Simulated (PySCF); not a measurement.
SnF₃: breathing scan

Computed with PySCF, UPBE0, basis Sn def2-SVP with ECP28, F def2-SVP (scalar-relativistic core potentials, no spin–orbit coupling, density fitting).

Rigid scan from the doublet minimum (Sn–F 1.935 Å (×3); F–Sn–F 106.0° (×3)). Coordinate: all bonds to the central atom scaled together. Energies in kJ/mol from the minimum.

Task: Predict the curve at 0.88, 0.92, 0.96, 1.00, 1.04, 1.08, 1.14, 1.22, 1.35.

Result: 
| scale of all bonds to the centre | E (kJ/mol) | dipole size (D) | ⟨S²⟩ |
| --- | --- | --- | --- |
| 0.88 | 289.9 | 2.17 | 0.75 |
| 0.92 | 111.0 | 2.50 | 0.75 |
| 0.96 | 24.0 | 2.81 | 0.75 |
| 1.00 | 0.0 | 3.12 | 0.75 |
| 1.04 | 18.2 | 3.40 | 0.76 |
| 1.08 | 63.5 | 3.65 | 0.76 |
| 1.14 | 159.2 | 3.98 | 0.77 |
| 1.22 | 304.4 | 4.35 | 0.79 |
| 1.35 | 526.8 | 4.91 | 0.85 |

No spin–orbit coupling is included, which matters more the heavier the element.
